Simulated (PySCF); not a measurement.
# Spin-rotation constants: SMILES C(/F)=C/C[C@H]1C=[CH][AlH][CH2]1, C7H10AlF

Geometry (Å), atoms numbered from 1 in this order:
```xyz
19

F     1.752    2.334    0.490
C     2.419    1.167    0.584
C     2.010    0.071   -0.026
C     0.775   -0.033   -0.857
C    -0.272   -0.976   -0.239
C    -0.543   -0.500    1.176
C    -1.489    0.408    1.453
Al   -2.356    0.694   -0.286
C    -1.548   -0.938   -1.106
H     3.303    1.263    1.196
H     2.597   -0.827    0.098
H     0.306    0.955   -0.959
H     1.043   -0.394   -1.854
H     0.152   -1.986   -0.199
H     0.132   -0.901    1.928
H    -1.583    0.746    2.481
H    -3.284    1.787   -0.850
H    -2.142   -1.834   -0.875
H    -1.280   -1.026   -2.163
```

Theory: GIAO B97-2/pcSseg-1 magnetisability, rotational g tensor and spin-rotation constants, non-relativistic, gas phase in PySCF 2.14.0. Geometry: GFN2-xTB.

Task: Give the nuclear spin-rotation constants along the inertial axes (H = +C I·J) beside the isotropic shieldings.

Result: Rotational constants 2.2756, 0.9320, 0.8303 GHz. A star marks the isotopologue with that one atom substituted, in its own axes.
```tsv
atom	isotope	Caa (kHz)	Cbb (kHz)	Ccc (kHz)	mean (kHz)	σ (ppm)
F1	19F	2.729	1.115	0.496	1.446	297.8
Al8	27Al	1.621	0.722	0.720	1.021	296.3
H10	1H	0.123	-0.099	-0.047	-0.007	25.1
H11	1H	-0.212	0.023	-0.058	-0.082	26.9
H12	1H	-0.224	-0.020	-0.064	-0.103	30.4
H13	1H	-0.248	-0.021	-0.037	-0.102	29.3
H14	1H	-0.241	0.020	-0.066	-0.096	28.9
H15	1H	-0.073	-0.089	0.051	-0.037	23.4
H16	1H	-0.248	0.013	0.000	-0.078	25.0
H17	1H	-0.123	-0.033	-0.014	-0.057	26.2
H18	1H	-0.107	-0.070	-0.067	-0.081	30.9
H19	1H	-0.266	-0.058	-0.019	-0.115	31.0
C2	13C*	0.868	0.308	0.274	0.483	31.9
C3	13C*	0.644	0.315	0.203	0.387	72.4
C4	13C*	0.429	0.193	0.149	0.257	136.0
C5	13C*	0.412	0.165	0.164	0.247	140.4
C6	13C*	0.621	0.357	0.437	0.471	3.9
C7	13C*	0.460	0.379	0.315	0.385	46.1
C9	13C*	0.264	0.159	0.142	0.188	162.1
```
For the geometry as given, no vibrational averaging.
